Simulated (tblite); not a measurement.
Run record: tight-binding relaxation, `[O]CCB(O)O` [radical].

Computed with GFN2-xTB geometry optimisation, gas phase (tblite 0.8.0). Start geometry: from a force field or distance geometry. The input is one job of a driver script: a line of settings, then coordinates in Å.

Command:
```bash
OMP_NUM_THREADS=1 python probes_run.py task.json out
```

Input:
```
{"job": {"kind": "relax", "xc": "GFN2-xTB", "basis": "xTB"}, "charge": 0, "multiplicity": 2}
O     -0.956600     1.511300     0.939400
C     -1.411700     0.287700     0.448200
C     -0.521200    -0.093500    -0.713700
B      1.003700    -0.207300    -0.333000
O      1.804600     0.969400    -0.455700
O      1.590900    -1.516400    -0.028100
H     -1.339900    -0.428200     1.297900
H     -2.457400     0.308800     0.122600
H     -0.561300     0.688400    -1.506500
H     -0.815800    -1.087400    -1.097200
H      2.233600     1.259000     0.364400
H      1.432200    -1.692400     0.935800
```

**Question.** Give the output.

**Answer.** 
```
step      E/eV     max force
  0    -563.45196    3.181
  1    -563.88331    1.691
  2    -564.02743    1.131
  3    -564.08632    0.774
  4    -564.16810    0.749
  5    -564.22430    0.638
  6    -564.27817    0.726
  7    -564.32864    0.774
  8    -564.38095    0.668
  9    -564.43079    0.719
... (122 lines left out)
132    -565.21771    0.021
133    -565.21778    0.022
134    -565.21781    0.014
135    -565.21783    0.013
136    -565.21784    0.011
137    -565.21785    0.013
138    -565.21787    0.015
139    -565.21790    0.015
140    -565.21792    0.012
141    -565.21793    0.007
```

«max force» is the largest atomic force in eV/Å.

**Question.** From which step on does the largest force stay under 0.1 eV/Å, and how much energy is left to gain from there?

**Answer.** From step 125 (0.088 eV/Å), 3.2 meV above the end.

Main results: energy lowered by 40.7 kcal/mol over 141 steps; largest atomic force 0.007 eV/Å at the end.

**Question.** Give the final coordinates.

**Answer.** 1.329 Å rms from the input after alignment:
```
atom  x, y, z in Å
O1    -1.0956    0.2108    1.6062
C2    -1.3445   -0.2908    0.4029
C3    -0.4433    0.2329   -0.7214
B4     1.0974    0.0750   -0.1914
O5     2.0593   -0.1161   -1.1119
O6     1.3142    0.1645    1.1189
H7    -1.3691   -1.4027    0.4075
H8    -2.3790    0.0104    0.1208
H9    -0.5954    1.3030   -0.8692
H10   -0.6417   -0.2784   -1.6595
H11    2.9462   -0.1736   -0.7529
H12    0.4528    0.2644    1.6242
```

On one thread of an Arm Neoverse V2, no GPU, shared host with 96 logical CPUs at a one-minute load of 64, this took 0.48 s of wall time.
Labels such as C1 count atoms from 1, the log's own numbers from 0.
